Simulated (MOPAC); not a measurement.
MOPAC input (PM6):

```
PM6 1SCF UHF MS=0.5 GEO-OK AUX(PRECISION=9) THREADS=1
H5Ge

Ge   -0.00000000 1   -0.00000000 1   -0.00000000 1
H     0.01334400 1   -0.02292400 1    1.72509300 1
H    -0.01334400 1    0.02292400 1   -1.72509300 1
H     1.59004200 1    0.02108800 1   -0.01201900 1
H    -0.81314400 1    1.36639000 1    0.02444800 1
H    -0.77689800 1   -1.38747900 1   -0.01242800 1
```

Output:

```
 *******************************************************************************
 **                                                                           **
 **                              MOPAC v23.2.5                                **
 **                                                                           **
 *******************************************************************************
 ** MOPAC's Digital Object Identifier: https://doi.org/10.5281/zenodo.6511958 **
 **                                                                           **
 ** Please cite the open-source release paper for use of this MOPAC version:  **
 ** J. E. Moussa and J. J. P. Stewart (2026)                                  **
 ** MOPAC: An open-source semiempirical molecular orbital program             **
 ** J. Open Source Softw., 11(119), 8025, https://doi.org/10.21105/joss.08025 **
 *******************************************************************************

                              PM6 CALCULATION RESULTS

 *******************************************************************************
 *  PM6        - The PM6 Hamiltonian to be used
 *  GEO-OK     - OVERRIDE INTERATOMIC DISTANCE AND OTHER SAFETY CHECKS
 *  UHF        - UNRESTRICTED HARTREE-FOCK CALCULATION
 *  MS=        - IN MECI, MAGNETIC COMPONENT OF SPIN =  0.5
 *  1SCF       - DO 1 SCF AND THEN STOP
 *  AUX        - OUTPUT AUXILIARY INFORMATION
 *******************************************************************************
PM6 1SCF UHF MS=0.5 GEO-OK AUX(PRECISION=9) THREADS=1
 H5Ge

   ATOM   CHEMICAL          X               Y               Z
  NUMBER   SYMBOL      (ANGSTROMS)     (ANGSTROMS)     (ANGSTROMS)

     1      Ge         -0.00000000  *  -0.00000000  *  -0.00000000  *
     2       H          0.01334400  *  -0.02292400  *   1.72509300  *
     3       H         -0.01334400  *   0.02292400  *  -1.72509300  *
     4       H          1.59004200  *   0.02108800  *  -0.01201900  *
     5       H         -0.81314400  *   1.36639000  *   0.02444800  *
     6       H         -0.77689800  *  -1.38747900  *  -0.01242800  *

          CARTESIAN COORDINATES

    NO.       ATOM           X           Y           Z

     1        Ge         -0.0000     -0.0000     -0.0000
     2         H          0.0133     -0.0229      1.7251
     3         H         -0.0133      0.0229     -1.7251
     4         H          1.5900      0.0211     -0.0120
     5         H         -0.8131      1.3664      0.0244
     6         H         -0.7769     -1.3875     -0.0124

 General Reference for PM6:
 "Optimization of Parameters for Semiempirical Methods V: Modification of NDDO Approximations
 and Application to 70 Elements", J. J. P. Stewart, J. Mol. Mod., 13, 1173-1213 (2007)
 URL: https://link.springer.com/article/10.1007/s00894-007-0233-4

           Empirical Formula: H5 Ge  =     6 atoms

      MOLECULAR POINT GROUP   :   D3h

          UHF CALCULATION, NO. OF ALPHA ELECTRONS =    5
                           NO. OF BETA  ELECTRONS =    4

 -------------------------------------------------------------------------------
 PM6 1SCF UHF MS=0.5 GEO-OK AUX(PRECISION=9) THREADS=1
 H5Ge

     1SCF WAS SPECIFIED, SO BFGS WAS NOT USED
     SCF FIELD WAS ACHIEVED

                              PM6 CALCULATION
                                                       MOPAC v23.2.5 Linux

          FINAL HEAT OF FORMATION =         91.60439 KCAL/MOL =     383.27275 KJ/MOL

          COSMO AREA              =         81.73 SQUARE ANGSTROMS
          COSMO VOLUME            =         67.23 CUBIC ANGSTROMS

          IONIZATION POTENTIAL    =          8.117067 EV
          ALPHA SOMO LUMO (EV)    =         -8.117  1.267
          BETA  SOMO LUMO (EV)    =        -11.037  0.993
          NO. OF ALPHA ELECTRONS  =          5
          NO. OF BETA  ELECTRONS  =          4
          MOLECULAR WEIGHT        =         77.6295         POINT GROUP:  D3h

          MOLECULAR DIMENSIONS (Angstroms)

            Atom       Atom       Distance
            H     3    H     2     3.45059
            H     5    H     6     2.75435
            H     5    H     4     2.38534

          SCF CALCULATIONS        =          1

   ATOM   CHEMICAL          X               Y               Z
  NUMBER   SYMBOL      (ANGSTROMS)     (ANGSTROMS)     (ANGSTROMS)

     1      Ge         -0.00000000  *  -0.00000000  *  -0.00000000  *
     2       H          0.01334400  *  -0.02292400  *   1.72509300  *
     3       H         -0.01334400  *   0.02292400  *  -1.72509300  *
     4       H          1.59004200  *   0.02108800  *  -0.01201900  *
     5       H         -0.81314400  *   1.36639000  *   0.02444800  *
     6       H         -0.77689800  *  -1.38747900  *  -0.01242800  *

                             CARTESIAN COORDINATES

   1   Ge       -0.000000000    -0.000000000    -0.000000000
   2    H        0.013344000    -0.022924000     1.725093000
   3    H       -0.013344000     0.022924000    -1.725093000
   4    H        1.590042000     0.021088000    -0.012019000
   5    H       -0.813144000     1.366390000     0.024448000
   6    H       -0.776898000    -1.387479000    -0.012428000

           Empirical Formula: H5 Ge  =     6 atoms

      MOLECULAR POINT GROUP   :   D3h

          ALPHA EIGENVALUES
 -19.38264 -13.34624 -12.41995 -12.41994  -8.11707   1.26665   2.17958   2.17958
   2.69288

           BETA EIGENVALUES
 -18.66437 -11.97117 -11.97117 -11.03744   0.99264   2.67824   2.67824   3.81981
   4.13451

              NET ATOMIC CHARGES AND DIPOLE CONTRIBUTIONS

  ATOM NO.   TYPE          CHARGE      No. of ELECS.   s-Pop       p-Pop
    1         Ge          -0.503348        4.5033     1.22616     3.27719
    2          H           0.039262        0.9607     0.96074
    3          H           0.039262        0.9607     0.96074
    4          H           0.141608        0.8584     0.85839
    5          H           0.141608        0.8584     0.85839
    6          H           0.141608        0.8584     0.85839
 DIPOLE           X         Y         Z       TOTAL
 POINT-CHG.    -0.000    -0.000    -0.000     0.000
 HYBRID        -0.000    -0.000     0.000     0.000
 SUM           -0.000    -0.000    -0.000     0.000

          ATOMIC ORBITAL ELECTRON POPULATIONS

     Atom    s        px        py        pz
    1 Ge   1.22616   1.09616   1.09616   1.08487
    2  H   0.96074
    3  H   0.96074
    4  H   0.85839
    5  H   0.85839
    6  H   0.85839

                    (SZ)    =    0.500000
                    (S**2)  =    0.854037

          ATOMIC ORBITAL SPIN POPULATIONS

    Atom   Total    s     px     py     pz
         Atomic
    1 Ge -0.4970 -0.052 -0.073 -0.073 -0.299
    2  H  0.5615  0.562
    3  H  0.5615  0.562
    4  H  0.1247  0.125
    5  H  0.1247  0.125
    6  H  0.1247  0.125

 **********************
 *                    *
 * JOB ENDED NORMALLY *
 *                    *
 **********************

 == MOPAC DONE ==
```

The geometry given is a B3LYP-D3(BJ)/def2-TZVP minimum of the species of charge -1 and multiplicity 1, not of this state.

The determinant is spin-contaminated: <S^2> is 0.85 against 0.75 for a pure state.
